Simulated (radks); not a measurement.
The promethium anion Pm-, 62 electrons, occupied as [Xe] 4f6 6s2.

Calculated with a radial shooting solver on a logarithmic mesh with Libxc functionals: scalar-relativistic Kohn-Sham, LDA (Slater exchange, VWN5 correlation), spin-polarised, spherical densities, finite nucleus; open shells are filled with parallel spins first (spin-orbit coupling, left out, can overturn this in heavy ions); Fermi nuclear charge, rms radius 4.962 fm; hard spherical wall at 5 bohr.

Energy parts (Ry):
| part | energy |
|---|---|
| total | -20024.9079 |
| kinetic | 21355.5016 |
| electron-nucleus | -48790.0266 |
| Hartree | 7854.6857 |
| exchange-correlation | -445.0686 |

Orbitals (lengths in bohr, moments of r in powers of bohr; r(max) is where P^2 peaks):
[
 {"orbital": "1s up", "occ.": "1", "eigenvalue (Ry)": "-3304.089", "r(max)": "0.01480"},
 {"orbital": "1s down", "occ.": "1", "eigenvalue (Ry)": "-3304.089", "r(max)": "0.01480"},
 {"orbital": "2s up", "occ.": "1", "eigenvalue (Ry)": "-536.0982", "r(max)": "0.08387"},
 {"orbital": "2s down", "occ.": "1", "eigenvalue (Ry)": "-536.0948", "r(max)": "0.08387"},
 {"orbital": "2p up", "occ.": "3", "eigenvalue (Ry)": "-478.8792", "r(max)": "0.06763"},
 {"orbital": "2p down", "occ.": "3", "eigenvalue (Ry)": "-478.8769", "r(max)": "0.06763"},
 {"orbital": "3s up", "occ.": "1", "eigenvalue (Ry)": "-115.7640", "r(max)": "0.2389"},
 {"orbital": "3s down", "occ.": "1", "eigenvalue (Ry)": "-115.6491", "r(max)": "0.2388"},
 {"orbital": "3p up", "occ.": "3", "eigenvalue (Ry)": "-97.78949", "r(max)": "0.2340"},
 {"orbital": "3p down", "occ.": "3", "eigenvalue (Ry)": "-97.67562", "r(max)": "0.2339"},
 {"orbital": "3d up", "occ.": "5", "eigenvalue (Ry)": "-73.06734", "r(max)": "0.1917"},
 {"orbital": "3d down", "occ.": "5", "eigenvalue (Ry)": "-72.97803", "r(max)": "0.1916"},
 {"orbital": "4s up", "occ.": "1", "eigenvalue (Ry)": "-21.95356", "r(max)": "0.5523"},
 {"orbital": "4s down", "occ.": "1", "eigenvalue (Ry)": "-21.66718", "r(max)": "0.5520"},
 {"orbital": "4p up", "occ.": "3", "eigenvalue (Ry)": "-16.05791", "r(max)": "0.5765"},
 {"orbital": "4p down", "occ.": "3", "eigenvalue (Ry)": "-15.77096", "r(max)": "0.5762"},
 {"orbital": "4d up", "occ.": "5", "eigenvalue (Ry)": "-7.72855", "r(max)": "0.6034"},
 {"orbital": "4d down", "occ.": "5", "eigenvalue (Ry)": "-7.44260", "r(max)": "0.6029"},
 {"orbital": "4f up", "occ.": "6", "eigenvalue (Ry)": "1.03075", "r(max)": "0.6454"},
 {"orbital": "4f down", "occ.": "0", "eigenvalue (Ry)": "1.25741", "r(max)": "0.6496"},
 {"orbital": "5s up", "occ.": "1", "eigenvalue (Ry)": "-1.95618", "r(max)": "1.296"},
 {"orbital": "5s down", "occ.": "1", "eigenvalue (Ry)": "-1.77239", "r(max)": "1.306"},
 {"orbital": "5p up", "occ.": "3", "eigenvalue (Ry)": "-0.59626", "r(max)": "1.486"},
 {"orbital": "5p down", "occ.": "3", "eigenvalue (Ry)": "-0.45446", "r(max)": "1.508"},
 {"orbital": "5d up", "occ.": "0", "eigenvalue (Ry)": "0.86327", "r(max)": "2.385"},
 {"orbital": "5d down", "occ.": "0", "eigenvalue (Ry)": "0.93115", "r(max)": "2.508"},
 {"orbital": "6s up", "occ.": "1", "eigenvalue (Ry)": "0.82287", "r(max)": "3.215"},
 {"orbital": "6s down", "occ.": "1", "eigenvalue (Ry)": "0.87351", "r(max)": "3.249"},
 {"orbital": "6p up", "occ.": "0", "eigenvalue (Ry)": "1.27813", "r(max)": "3.476"},
 {"orbital": "6p down", "occ.": "0", "eigenvalue (Ry)": "1.33391", "r(max)": "3.504"},
 {"orbital": "7s up", "occ.": "0", "eigenvalue (Ry)": "3.04911", "r(max)": "4.075"},
 {"orbital": "7s down", "occ.": "0", "eigenvalue (Ry)": "3.11708", "r(max)": "4.085"}
]

The highest occupied level is 4f up at 14.024 eV. The configuration is held as typed, so some empty levels lie below it. The density falls to 0.001 e/bohr^3 at r = 4.48 bohr. The spin density at the nucleus is -0.753 e/bohr^3 (1s 0.008, 2s -0.632, 3s -7.885, 4s -0.552, 5s 8.385, 6s -0.077). The pressure on the wall is 45.2 GPa. The electron density at the nucleus is 5.117e+05 e/bohr^3 (large components only).
